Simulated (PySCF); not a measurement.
C2H7BFN. Atoms are numbered in the order given.

```xyz
12

B     -0.1241     0.3871     0.4197
F     -1.3066    -0.1649     0.7814
C      0.4215     0.1110    -1.0386
C      0.3732    -1.3737    -1.4262
H      1.4434     0.5103    -1.1584
H     -0.2126     0.6904    -1.7362
H     -0.6473    -1.7748    -1.3230
H      1.0291    -1.9788    -0.7784
H      0.6951    -1.5383    -2.4671
N      0.5333     1.1777     1.3749
H      0.1480     1.3488     2.2957
H      1.4236     1.6231     1.2009
```

Geometry: ωB97X-D3(BJ)/def2-SVP. Other conformers were not sampled.

These are PBE0/pcSseg-1 run with PySCF values and carry that method's errors.

GIAO shieldings, no solvent; atoms listed in one row are averaged. δ = σ(ref) − σ: ¹¹B against BF3 (σ = 88.8 ppm); ¹⁹F against CFCl3 (σ = 167.2 ppm); ¹³C against TMS (σ = 186.3 ppm); ¹H against TMS (σ = 31.56 ppm); ¹⁵N against NH3 (σ = 267.4 ppm), references at their B3LYP-D3(BJ)/def2-TZVP geometries, non-relativistic.

| nucleus | atoms | count | δ (ppm) |
|---|---|---|---|
| ¹¹B | B1 | 1 | 21.6 |
| ¹⁹F | F2 | 1 | -122.1 |
| ¹³C | C3 | 1 | 12.0 |
| ¹³C | C4 | 1 | 11.9 |
| ¹H | H11 | 1 | 3.18 |
| ¹H | H12 | 1 | 3.08 |
| ¹H | H7, H8, H9 | 3 | 1.31 |
| ¹H | H6 | 1 | 1.01 |
| ¹H | H5 | 1 | 0.72 |
| ¹⁵N | N10 | 1 | 83.5 |
